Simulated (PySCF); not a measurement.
Ga(F)2(OSiH3) (F₂GaH₃OSi), SMILES [F][Ga]([F])[O][SiH3].

Geometry optimised at B3LYP-D3(BJ)/def2-SVP. The structure was generated by enumeration; whether it is a known compound was not checked. One conformer was computed; it need not be the lowest.

Two levels are set side by side: TDDFT-PBE/def2-SVPD (PySCF) and TDDFT-B3LYP/def2-SVPD (PySCF). Vertical, same geometry. The lowest singlet is HOMO→LUMO 100 % with PBE and HOMO→LUMO 98 % with the other functional; states are paired by order. Differences are taken from unrounded values.

```
quantity                               TDDFT-B3LYP
-------------------------------------  -----------
lowest singlet excitation (eV)                5.52
lowest triplet excitation (TDA) (eV)          5.27
first bright state (f over 0.05) (eV)         7.58
its oscillator strength                       0.13
```

**Question.** What does TDDFT-PBE give, and how far is it from TDDFT-B3LYP? (An estimate is asked for; the answer gives what the named calculation found.)

**Answer.** 
```tsv
quantity	TDDFT-PBE	TDDFT-PBE minus TDDFT-B3LYP
lowest singlet excitation (eV)	4.76	-0.76
lowest triplet excitation (TDA) (eV)	4.56	-0.70
first bright state (f over 0.05) (eV)	6.72	-0.86
its oscillator strength	0.09	-0.04
```

Functionals without exact exchange tend to place singlet excitations lower, as here. Differences between two approximate levels are no errors against the true value.

Rough cost on one machine, each run with all the roots and properties that it gave: TDDFT-B3LYP against TDDFT-PBE about 5 times.
